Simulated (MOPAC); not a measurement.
A run for MOPAC: PM3 on C2H9N (a complex), monomers drawn apart or pushed together.

```
PM3 1SCF PRECISE CHARGE=0 THREADS=1
C2H9N

N     -0.08577384 1    -0.02006318 1    -0.20176245 1
H     -0.22693155 1     0.47508304 1    -1.07475436 1
H      0.39150816 1     0.61087367 1     0.43176424 1
H      0.54494491 1    -0.79115092 1    -0.38903838 1
C     -0.62638765 1    -0.64952699 1     5.69314988 1
C      0.44092740 1     0.44154678 1     5.68466982 1
H     -0.96405622 1    -0.87147429 1     4.67998881 1
H     -1.49690260 1    -0.34314849 1     6.27680341 1
H     -0.24364628 1    -1.57262171 1     6.13375887 1
H      1.31973010 1     0.13331164 1     5.11294818 1
H      0.77934242 1     0.68300188 1     6.69441420 1
H      0.05983603 1     1.36312214 1     5.23870663 1
```

Program output:

```
*******************************************************************************
 **                                                                           **
 **                              MOPAC v23.2.5                                **
 **                                                                           **
 *******************************************************************************
 ** MOPAC's Digital Object Identifier: https://doi.org/10.5281/zenodo.6511958 **
 **                                                                           **
 ** Please cite the open-source release paper for use of this MOPAC version:  **
 ** J. E. Moussa and J. J. P. Stewart (2026)                                  **
 ** MOPAC: An open-source semiempirical molecular orbital program             **
 ** J. Open Source Softw., 11(119), 8025, https://doi.org/10.21105/joss.08025 **
 *******************************************************************************

                              PM3 CALCULATION RESULTS

 *******************************************************************************
 *  PM3        - The PM3 Hamiltonian to be used
 *
 *
 *
 *                 CHARGE ON SYSTEM = 0
 *
 *
 *
 *  PRECISE    - TIGHTER CRITERIA TO BE USED
 *  1SCF       - DO 1 SCF AND THEN STOP
 *  THREADS=1  - MULTI-THREADING NOT USED
 *  T=         - A TIME OF 172800.0 SECONDS REQUESTED
 *  DUMP=N     - RESTART FILE WRITTEN EVERY 7200.0 SECONDS REQUESTED
 *******************************************************************************
PM3 1SCF PRECISE CHARGE=0 THREADS=1
 C2H9N

   ATOM   CHEMICAL          X               Y               Z
  NUMBER   SYMBOL      (ANGSTROMS)     (ANGSTROMS)     (ANGSTROMS)

     1       N         -0.08577384  *  -0.02006318  *  -0.20176245  *
     2       H         -0.22693155  *   0.47508304  *  -1.07475436  *
     3       H          0.39150816  *   0.61087367  *   0.43176424  *
     4       H          0.54494491  *  -0.79115092  *  -0.38903838  *
     5       C         -0.62638765  *  -0.64952699  *   5.69314988  *
     6       C          0.44092740  *   0.44154678  *   5.68466982  *
     7       H         -0.96405622  *  -0.87147429  *   4.67998881  *
     8       H         -1.49690260  *  -0.34314849  *   6.27680341  *
     9       H         -0.24364628  *  -1.57262171  *   6.13375887  *
    10       H          1.31973010  *   0.13331164  *   5.11294818  *
    11       H          0.77934242  *   0.68300188  *   6.69441420  *
    12       H          0.05983603  *   1.36312214  *   5.23870663  *



          CARTESIAN COORDINATES

    NO.       ATOM           X           Y           Z

     1         N         -0.0858     -0.0201     -0.2018
     2         H         -0.2269      0.4751     -1.0748
     3         H          0.3915      0.6109      0.4318
     4         H          0.5449     -0.7912     -0.3890
     5         C         -0.6264     -0.6495      5.6931
     6         C          0.4409      0.4415      5.6847
     7         H         -0.9641     -0.8715      4.6800
     8         H         -1.4969     -0.3431      6.2768
     9         H         -0.2436     -1.5726      6.1338
    10         H          1.3197      0.1333      5.1129
    11         H          0.7793      0.6830      6.6944
    12         H          0.0598      1.3631      5.2387

  H: (PM3): J. J. P. STEWART, J. COMP. CHEM. 10, 209 (1989).
  C: (PM3): J. J. P. STEWART, J. COMP. CHEM. 10, 209 (1989).
  N: (PM3): J. J. P. STEWART, J. COMP. CHEM. 10, 209 (1989).

           Empirical Formula: C2 H9 N  =    12 atoms



      MOLECULAR POINT GROUP   :   C1


      RHF CALCULATION, NO. OF DOUBLY OCCUPIED LEVELS = 11


 -------------------------------------------------------------------------------
 PM3 1SCF PRECISE CHARGE=0 THREADS=1
 C2H9N



     1SCF WAS SPECIFIED, SO BFGS WAS NOT USED
     SCF FIELD WAS ACHIEVED


                              PM3 CALCULATION
                                                       MOPAC v23.2.5 Linux




          FINAL HEAT OF FORMATION =        -20.67808 KCAL/MOL =     -86.51708 KJ/MOL


          COSMO AREA              =        125.50 SQUARE ANGSTROMS
          COSMO VOLUME            =         90.21 CUBIC ANGSTROMS

          IONIZATION POTENTIAL    =          9.762836 EV
          HOMO LUMO ENERGIES (EV) =         -9.763  3.273
          NO. OF FILLED LEVELS    =         11
          MOLECULAR WEIGHT        =         47.0998         POINT GROUP:  C1

          MOLECULAR DIMENSIONS (Angstroms)

            Atom       Atom       Distance
            H    11    H     2     7.83682
            H     9    H    12     2.98633
            H     8    H     4     2.89199


          SCF CALCULATIONS        =          1





   ATOM   CHEMICAL          X               Y               Z
  NUMBER   SYMBOL      (ANGSTROMS)     (ANGSTROMS)     (ANGSTROMS)

     1       N         -0.08577384  *  -0.02006318  *  -0.20176245  *
     2       H         -0.22693155  *   0.47508304  *  -1.07475436  *
     3       H          0.39150816  *   0.61087367  *   0.43176424  *
     4       H          0.54494491  *  -0.79115092  *  -0.38903838  *
     5       C         -0.62638765  *  -0.64952699  *   5.69314988  *
     6       C          0.44092740  *   0.44154678  *   5.68466982  *
     7       H         -0.96405622  *  -0.87147429  *   4.67998881  *
     8       H         -1.49690260  *  -0.34314849  *   6.27680341  *
     9       H         -0.24364628  *  -1.57262171  *   6.13375887  *
    10       H          1.31973010  *   0.13331164  *   5.11294818  *
    11       H          0.77934242  *   0.68300188  *   6.69441420  *
    12       H          0.05983603  *   1.36312214  *   5.23870663  *

                             CARTESIAN COORDINATES

   1    N       -0.085773840    -0.020063180    -0.201762450
   2    H       -0.226931550     0.475083040    -1.074754360
   3    H        0.391508160     0.610873670     0.431764240
   4    H        0.544944910    -0.791150920    -0.389038380
   5    C       -0.626387650    -0.649526990     5.693149880
   6    C        0.440927400     0.441546780     5.684669820
   7    H       -0.964056220    -0.871474290     4.679988810
   8    H       -1.496902600    -0.343148490     6.276803410
   9    H       -0.243646280    -1.572621710     6.133758870
  10    H        1.319730100     0.133311640     5.112948180
  11    H        0.779342420     0.683001880     6.694414200
  12    H        0.059836030     1.363122140     5.238706630


           Empirical Formula: C2 H9 N  =    12 atoms



      MOLECULAR POINT GROUP   :   C1


                  EIGENVALUES
 -34.15512 -28.57831 -23.04530 -15.12475 -15.11506 -15.02512 -15.01211 -13.60640
 -12.01857 -12.01165  -9.76284   3.27302   3.91583   4.13595   4.14880   4.40587
   4.86057   4.97643   4.99026   5.20531   5.21312


              NET ATOMIC CHARGES AND DIPOLE CONTRIBUTIONS

  ATOM NO.   TYPE          CHARGE      No. of ELECS.   s-Pop       p-Pop
    1          N           0.001849        4.9982     1.43396     3.56419
    2          H          -0.000444        1.0004     1.00044
    3          H          -0.000659        1.0007     1.00066
    4          H          -0.000747        1.0007     1.00075
    5          C          -0.105611        4.1056     1.13547     2.97014
    6          C          -0.105367        4.1054     1.13581     2.96956
    7          H           0.038510        0.9615     0.96149
    8          H           0.035017        0.9650     0.96498
    9          H           0.034877        0.9651     0.96512
   10          H           0.033701        0.9663     0.96630
   11          H           0.033970        0.9660     0.96603
   12          H           0.034903        0.9651     0.96510
 DIPOLE           X         Y         Z       TOTAL
 POINT-CHG.    -0.029    -0.015    -0.017     0.037
 HYBRID         1.375     0.513    -0.600     1.585
 SUM            1.346     0.498    -0.617     1.562


          ATOMIC ORBITAL ELECTRON POPULATIONS

     Atom    s        px        py        pz
    1  N   1.43396   1.45001   1.04292   1.07126
    2  H   1.00044
    3  H   1.00066
    4  H   1.00075
    5  C   1.13547   0.98174   0.98035   1.00804
    6  C   1.13581   0.98187   0.98167   1.00601
    7  H   0.96149
    8  H   0.96498
    9  H   0.96512
   10  H   0.96630
   11  H   0.96603
   12  H   0.96510

 **********************
 *                    *
 * JOB ENDED NORMALLY *
 *                    *
 **********************




 == MOPAC DONE ==
```

The run finished.

Cost: very roughly 0.03 core-seconds.
